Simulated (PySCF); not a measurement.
NMR data simulated for an unnamed compound:

¹H NMR (300 MHz, computed): δ 5.53 (s, 1H), 5.24 (m, 2H), 4.80 (m, 2H), 3.60 (s, 3H), 1.70 (s, 3H).

¹³C{¹H} NMR (computed): δ 144.6 (C), 132.9 (CH), 78.6 (CH2), 60.4 (CH3), 19.6 (CH3).

- geometry: GFN2-xTB
- shieldings: GIAO PBE0/pcSseg-1
- run in PySCF 2.14.0 with density-fitted response routines
- non-relativistic Hamiltonian, one conformer, fast rotation and ring inversion assumed for equivalent nuclei, no solvent model

Referencing at the same level of theory: ¹H (31.72 ppm), ¹³C (186.93 ppm) against TMS.

**Question.** Which of these does the molecule contain: a methoxy group, a non-aromatic C=C double bond, a carboxylic acid, a ketone, a Si–H bond, a CH3CH2 unit?

**Answer.** 
- A methoxy group: yes (δC 60.4; δH 3.60 (s)).
- A non-aromatic C=C double bond: yes.
- A carboxylic acid: no.
- A ketone: no.
- A Si–H bond: yes (δH 5.24 (m)).
- A CH3CH2 unit: no.

The data belong to SMILES CO/C=C(/C)O[SiH2]CF, C$_{5}$H$_{11}$FO$_{2}$Si; they needn't prove each group on their own.

Carbon signals by region: 2 in the sp2 and nitrile region (100–160 ppm), 2 at 50–100 ppm, 1 below 50 ppm.

Splittings by ¹⁹F in the carbon and heteronuclear signals aren't shown, as no couplings were computed. Shifts are as computed. Against solution values, carbons near 30 ppm lie about +3 ppm off and those near 130 ppm about +5 ppm. Of 1211 compounds with measured shifts, 218 miss one by over three times the rms of a fit or turn the order of signals round; such compounds aren't used in these exercises. Multiplicities follow the n + 1 count of equivalent neighbours, as no J values were calculated; m marks all less simple cases, F and P coupling included.
